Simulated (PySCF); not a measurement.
**Correlation energy of Ca (calcium, neutral)**

[Ar] 4s2, closed-shell 1S. Calculation: PySCF 2.14, in x2c-QZVPPall with one added diffuse shell each of s, p, d, f type (12s8p5d4f, 89 functions); scalar relativity by spin-free X2C-1e. Frozen: [Ne]; 10 electrons correlated.

| level | correlation energy (mhartree) |
| --- | --- |
| CCSD | -265.01 |
| (T) | -8.95 |
| CCSD(T) | -273.96 |

Diagnostics: T1 = 0.020, D1 = 0.0631, largest double amplitude 0.054.

Cost of the coupled-cluster step: of the order of 12 core-seconds, for 10 correlated electrons.

Iterations:

```
CC2 = 0
CCSD nocc = 5, nmo = 84
frozen orbitals [0, 1, 2, 3, 4]
max_cycle = 100
direct = 0
conv_tol = 1e-08
conv_tol_normt = 1e-06
diis_space = 8
diis_start_cycle = 0
Init t2, MP2 energy = -679.878191043131  E_corr(MP2) -0.241814169669478
Init E_corr(CCSD) = -0.24181416968128
cycle = 1  E_corr(CCSD) = -0.257878856287186  dE = -0.0160646866  norm(t1,t2) = 0.056173
cycle = 2  E_corr(CCSD) = -0.262938247840568  dE = -0.00505939155  norm(t1,t2) = 0.021105
cycle = 3  E_corr(CCSD) = -0.265091577002541  dE = -0.00215332916  norm(t1,t2) = 0.0102786
cycle = 4  E_corr(CCSD) = -0.265092795109664  dE = -1.21810712e-06  norm(t1,t2) = 0.00157392
cycle = 5  E_corr(CCSD) = -0.264972406136557  dE = 0.000120388973  norm(t1,t2) = 0.000757567
cycle = 6  E_corr(CCSD) = -0.265005299252524  dE = -3.2893116e-05  norm(t1,t2) = 0.000181512
cycle = 7  E_corr(CCSD) = -0.265007217357723  dE = -1.9181052e-06  norm(t1,t2) = 4.85102e-05
cycle = 8  E_corr(CCSD) = -0.265004867906307  dE = 2.34945142e-06  norm(t1,t2) = 1.22104e-05
cycle = 9  E_corr(CCSD) = -0.265005246422959  dE = -3.78516652e-07  norm(t1,t2) = 2.26269e-06
cycle = 10  E_corr(CCSD) = -0.26500520666409  dE = 3.97588685e-08  norm(t1,t2) = 6.05254e-07
cycle = 11  E_corr(CCSD) = -0.265005194981099  dE = 1.16829915e-08  norm(t1,t2) = 1.03939e-07
cycle = 12  E_corr(CCSD) = -0.265005193544336  dE = 1.43676265e-09  norm(t1,t2) = 2.40669e-08
CCSD converged
E(CCSD) = -679.9013820670059  E_corr = -0.2650051935443362
CCSD(T) correction = -0.00895320982581827
```

This basis was not built for core-valence correlation, so the inner-shell part is incomplete.
